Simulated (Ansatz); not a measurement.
`C=C(Br)BC` + `[NH]=[V]([F])([F])[F]` → `C[N]=[V]([F])([F])[F]` + `BC(=C)Br` at 400 K and 1 bar (substitution at a C–B bond).

Isolated molecules relaxed with PBE0-D4/def2-TZVP in Ansatz; ΔE leaves out vibrations. CBS: MP2 limit from def2 TZ/QZ plus the TZ coupled-cluster correction, frozen cores. For Br, V outer-core shells are correlated without core-valence functions, which leaves a few kJ/mol of doubt a bond. Scalar relativity is left out up to krypton. One conformer a species, not always the lowest.

| species | CCSD(T)/CBS energy (Eh) | H − E (kJ/mol) | S (J/(mol·K)) |
| --- | --- | --- | --- |
| `C=C(Br)BC` | -2715.86330 | 246.4 | 384.3 |
| `[NH]=[V]([F])([F])[F]` | -1298.27820 | 83.4 | 346.0 |
| `C[N]=[V]([F])([F])[F]` | -1337.54415 | 165.4 | 397.2 |
| `BC(=C)Br` | -2676.58084 | 164.7 | 334.1 |

H − E and S are ideal-gas, rigid-rotor, harmonic terms from PBE0-D4/def2-TZVP, for one conformer and one mirror image of each species. 1 Eh = 2625.50 kJ/mol, R = 8.31446 J/(mol·K).

Problem. By hand: ΔE, ΔH, ΔS and ΔG.

Solution. ΔE = (-1337.54415) + (-2676.58084) − (-2715.86330) − (-1298.27820) = 0.01651 Eh = 43.3 kJ/mol. Δ(H − E) = 165.4 + 164.7 − 246.4 − 83.4 = 0.3, so ΔH = 43.6 kJ/mol. ΔS = 397.2 + 334.1 − 384.3 − 346.0 = 1.0 J/(mol·K). ΔG = 43.6 − 400 × (1.0)/1000 = 43.2 kJ/mol.

Problem. By hand: the equilibrium constant, and the temperature at which ΔG would vanish if ΔH and ΔS stayed fixed.

Solution. log₁₀ K = −ΔG/(RT ln 10) = -5.6. ΔG = 0 at ΔH/ΔS = 43600 K, far beyond where these terms or the molecules hold.

The number of gas molecules stays the same, so ΔS is small and ΔH decides. A doubt of 5 kJ/mol in ΔE shifts log₁₀ K by 0.7 here. Other conformers and mirror images would add mixing entropy, several J/(mol·K) or more a flexible species. Modes under 60 cm⁻¹, often nearly free rotors, make the harmonic entropy too high. These are equilibria of isolated gas molecules and say nothing of rates. Largest T1 diagnostic: 0.029 (customary marks: 0.02 for closed shells, 0.045 for open ones).
